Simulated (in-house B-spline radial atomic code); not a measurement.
How numerical settings move a run on Sc2+, [Ar] 3d1. Computed with a B-spline radial code for spherical atoms: non-relativistic SCAN, spin-polarised, spherical fractional occupations, point nucleus.

Command:
```bash
python run_scf.py task.json out
```
Settings of the sound reference run:
```
Z                21
electrons        19
configuration    [Ar] 3d1
hamiltonian      nr
method           scan,scan
spin_polarised   True
knot_spacing     0.22
spline_order     8
gauss_points     12
box_radius       22.22
max_iterations   70
damping          0.5
damped_steps     3
diis_vectors     10
tolerance        1e-08
start            Thomas-Fermi
```

Run time, properties included: 0.31 s on 1 thread of Arm Neoverse N1, with other jobs on the host.

It converges in 7 iterations to -759.958338 hartree, with 3d up at -17.9706 eV. The other runs change the listed settings, some to values that make no sense; their results aren't properties of the atom or ion. Radii are in bohr (the nuclear one in fm), a minus after a letter asks for a j subshell, and «unchanged» means within 1e-8 hartree. The run stops when the residual is below 10 × tolerance × max(1, Z/10), or a noise floor if that is larger, and the energy moves by less than 1e-8 × √|E| hartree; so very loose and very tight tolerances often act alike.

| changed settings | outcome |
| --- | --- |
| spline_order = 6, gauss_points = 6, max_iterations = 60 | converged in 7 iterations, energy +2.37e-04 hartree from the reference, 3d up level +8.1e-04 eV |
| box_radius = 6.67 | converged in 7 iterations, energy +1.51e-04 hartree from the reference, 3d up level +1.6e-02 eV (the program warns: 3d up reaches the box edge) |
| gauss_points = 4 | converged in 9 iterations, energy +1.58e-04 hartree from the reference, 3d up level -4.3e-04 eV |
| box_radius = 11.11 | converged in 7 iterations, energy -1.31e-06 hartree from the reference, 3d up level -4.3e-05 eV (the program warns: 3d up reaches the box edge) |
| electrons = 20, configuration = [Ar] 3d1 4p-1, max_iterations = 50 | stopped with error: j subshells need the Dirac Hamiltonian and l > 0 |
| box_radius = 1.33 | converged in 7 iterations, energy +2.16e+01 hartree from the reference, 3d up level +1.1e+02 eV (the program warns: 3d up has a positive eigenvalue: unbound, held by the box; 3s up has a positive eigenvalue: unbound, held by the box) |
| gauss_points = 16 | converged in 7 iterations, energy -4.83e-06 hartree from the reference, 3d up level +1.9e-04 eV |
| diis_vectors = 2 | converged in 8 iterations, energy unchanged, 3d up level +3.0e-06 eV |
| diis_vectors = 20 | converged in 7 iterations, energy unchanged |
| diis_vectors = 1 | converged in 9 iterations, energy unchanged, 3d up level +6.4e-07 eV |
| gauss_points = 5 | converged in 9 iterations, energy -3.52e-04 hartree from the reference, 3d up level +3.5e-03 eV |
| box_radius = 3.33 | converged in 8 iterations, energy +7.92e-02 hartree from the reference, 3d up level +2.6e+00 eV (the program warns: 3d up reaches the box edge; 3s up reaches the box edge) |
| gauss_points = 8 | converged in 7 iterations, energy -6.86e-05 hartree from the reference, 3d up level +1.4e-03 eV |
| box_radius = 4.44 | converged in 8 iterations, energy +8.46e-03 hartree from the reference, 3d up level +4.9e-01 eV (the program warns: 3d up reaches the box edge; 3s up reaches the box edge) |
| box_radius = 88.88 | converged in 7 iterations, energy +1.03e-07 hartree from the reference, 3d up level +3.6e-06 eV |
| knot_spacing = 0.3, spline_order = 3, first_knot = 0.0143, max_iterations = 75, damped_steps = 30 | converged in 16 iterations, energy +1.02e-01 hartree from the reference, 3d up level -2.8e-02 eV |

Task: What happens with box_radius = 2.22?

Result: Converged in 8 iterations, energy +1.43e+00 hartree from the reference, 3d up level +1.8e+01 eV (the program warns: 3d up has a positive eigenvalue: unbound, held by the box; 3s up reaches the box edge).

Task: What happens with first_knot = 0.0143, max_iterations = 100, damping = 0, start = bare nucleus?

Result: Converged in 7 iterations, energy -4.80e-05 hartree from the reference, 3d up level +1.6e-04 eV.

Task: What happens with gauss_points = 3?

Result: Converged in 9 iterations, energy -1.80e+05 hartree from the reference, 3d up level +5.3e-01 eV.

Task: What happens with spline_order = 10, first_knot = 0.00476, max_iterations = 50?

Result: Converged in 7 iterations, energy -5.40e-05 hartree from the reference, 3d up level -3.4e-04 eV.
